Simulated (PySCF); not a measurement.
# Static response to an electric field

Species: C7H4ClFO.
Atom-mapped SMILES: `[O:1]=[C:2]([F:3])[c:4]1[cH:5][cH:6][c:7]([Cl:8])[cH:9][cH:10]1` (hydrogens: H11 on C5; H12 on C6; H13 on C9; H14 on C10)

Geometry (GFN2-xTB, Å), atoms numbered from 1 in this order:
```
atom  x, y, z in Å
O1     2.9474    1.3043   -0.3570
C2     2.3408    0.2956   -0.2246
F3     3.0285   -0.8875   -0.1888
C4     0.8984    0.0993   -0.0861
C5     0.3328   -1.1681    0.0601
C6    -1.0347   -1.3034    0.1878
C7    -1.8405   -0.1714    0.1692
Cl8   -3.5447   -0.3406    0.3287
C9    -1.2895    1.0970    0.0240
C10    0.0765    1.2295   -0.1034
H11    0.9659   -2.0420    0.0733
H12   -1.4808   -2.2788    0.3009
H13   -1.9308    1.9637    0.0115
H14    0.5301    2.2020   -0.2177
```

Level: wB97X-D/def2-SVPD (PySCF), static field, nuclei fixed, core orbitals frozen in the response. The polarisability tensor in these axes (au):

```
x   142.17   7.52  -7.94
y     7.52  97.02  -3.81
z    -7.94  -3.81  57.32
```

Q: What are the eigenvalues, a third of the trace, and Δα (Δα² = ½Σ(αi − αj)² over the three pairs)?

A: Principal values 56.34, 95.95 and 144.21 au; mean 98.84 au = 14.65 Å³ = 16.30 × 10⁻⁴⁰ C²·m²/J; Δα = 76.22 au (77 % of the mean).

Q: What is the dipole moment, and where does it point?

A: (-2.47, -0.78, 0.27) D, 2.60 D in size, pointing from the negative to the positive side. Measured along this direction, the outermost atoms are O1 at the negative end and Cl8 at the positive end.

Q: What depolarisation ratio follows for Rayleigh scattering of linearly polarised light, taking the static tensor?

A: ρ = 3Δα²/(45ᾱ² + 4Δα²) = 17429.0/(439591 + 23238.7) = 0.0377.

Q: Estimate the molar refractivity from the static electronic polarisability.

A: Lorentz–Lorenz: R = (4π/3)N_A α = 2.5225 cm³/(mol·Å³) × 14.65 Å³ = 36.9 cm³/mol, in the limit of long wavelengths.

Q: Traceless (Buckingham) quadrupole moment about the centre of nuclear charge: eigenvalues?

A: -17.04, 3.73, 13.31 D·Å. The values depend on the origin, since the dipole doesn't vanish. The electronic extent ⟨r²⟩ about the same centre is 2025 bohr², a root-mean-square distance of 2.66 Å for the 80 electrons.

Isolated species at its GFN2-xTB geometry (one conformer only).

The run behind these numbers computed excited states as well. Hardware: one thread of an x86-64 server, on a shared host. Cost: 56 s of wall time (grids of density and orbitals included).
